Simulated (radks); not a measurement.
Task: Spherical quantum dot in the effective-mass picture: electrons in a hard-walled sphere of radius 1.81, all in effective atomic units (hartree* = m*/eps^2 hartree, bohr* = eps/m* bohr), one dielectric constant everywhere. Calculated with a radial shooting solver with Libxc functionals: non-relativistic Kohn-Sham, LDA (Slater exchange, Perdew-Wang correlation), spin-polarised, spherical densities. Levels are named by radial order and angular momentum (1s, 1p, 1d, 2s, ...), and open shells are averaged over m. At N = 26 the configuration is 1s2 1p6 1d10 1f(up 7, down 1). Does electron 27 go into 1f down or 2s up or 2s down?

Result: Into 1f down. The total energies of the other choices lie higher by 0.0933 hartree* (2s up), 0.156 hartree* (2s down).
